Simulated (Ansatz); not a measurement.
Abridged output of a molecular run in Ansatz:

```
Functional definition: HF
1109 factors; integrals over basis functions are off by at most 1.4e-3 eV
mean field evaluation 1: about -101875.1940 eV, gradient 2.2e1 eV
mean field evaluation 2: about -101875.1969 eV, gradient 2.2e1 eV
mean field evaluation 4: about -101876.9673 eV, gradient 2.2e0 eV
mean field evaluation 8: about -101876.9943 eV, gradient 4.5e-5 eV
mean field -101876.99429307 eV, -3743.9104855633 hartree, gradient 8.1e-7 eV, S^2 0.000000; 0 other end points of the search recorded, 0 dependent functions left out
29 core orbitals not correlated: weight in the atoms' cores, before any rotation towards them, 1.000 or more for the frozen orbitals, at most 0.000 for the correlated occupied ones
reference -101876.99429307 eV, -3743.9104855633 hartree; 21, 21 occupied and 69, 69 virtual orbitals, 1109 factors
second order -19.63362275 eV of doubles, -0.00000000 eV of singles
cycle   1  -20.37039766 eV  change   -7.4e-1 eV  update   9.9e-2
cycle   2  -20.89967840 eV  change   -5.3e-1 eV  update   2.8e-2
cycle   3  -20.96830722 eV  change   -6.9e-2 eV  update   1.2e-2
cycle   4  -20.96222523 eV  change    6.1e-3 eV  update   2.8e-3
cycle   5  -20.96193764 eV  change    2.9e-4 eV  update   8.0e-4
cycle   6  -20.96143249 eV  change    5.1e-4 eV  update   2.4e-4
cycle   7  -20.96137205 eV  change    6.0e-5 eV  update   6.9e-5
cycle   8  -20.96140435 eV  change   -3.2e-5 eV  update   2.0e-5
perturbative correction -0.52896813 eV, -0.0194392203 hartree
Total energy: -101898.48466555 eV, -3744.7002421852 hartree
```

Its atoms:

```xyz
8

Cl   -2.002   -1.314   -1.114
Si   -0.942   -0.417    0.384
Cl   -2.105    1.054    1.196
Cl   -0.579   -1.813    1.831
Ge    1.090    0.482   -0.445
H     0.765    1.522   -1.524
H     1.847    1.142    0.715
H     1.926   -0.657   -1.042
```

(1) Which basis set was used?
A. cc-pV(T+d)Z
B. def2-TZVPP
C. cc-pV(Q+d)Z
D. def2-SVP

(2) Write the keys of the input that set method, charge and spin (a neutral closed shell needs none for the last two).

Results:

(1) D. It gives 119 functions.

(2) 
```yaml
correlation: {method: ccsd_t}
```
